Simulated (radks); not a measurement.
Initial-state core-level shifts of neutral bromine when its valence configuration changes from [Ar] 3d10 4s2 4p5. All-electron calculation, scalar-relativistic Kohn-Sham, PBE, spin-polarised, spherical densities, finite nucleus; open shells are filled with parallel spins first; Fermi nuclear charge, rms radius 4.1629 fm. Program: a radial shooting solver on a logarithmic mesh with Libxc functionals. Shifts are changes of the shell-averaged eigenvalues in eV (positive: less bound); the change of the density at the nucleus, which sets a Mossbauer isomer shift, is in e/bohr^3, on a base of 4.499e+04.

| valence | 1s | 2s | 2p | 3p | density at nucleus |
|---|---|---|---|---|---|
| 3d9 4s2 4p6 | -15.160 | -16.841 | -16.724 | -12.502 | +18.420 |
| 3d10 4s1 4p6 | -1.632 | -1.596 | -1.588 | -1.603 | -34.479 |
| 3d10 4s1.5 4p5.5 | -0.820 | -0.802 | -0.798 | -0.805 | -17.145 |
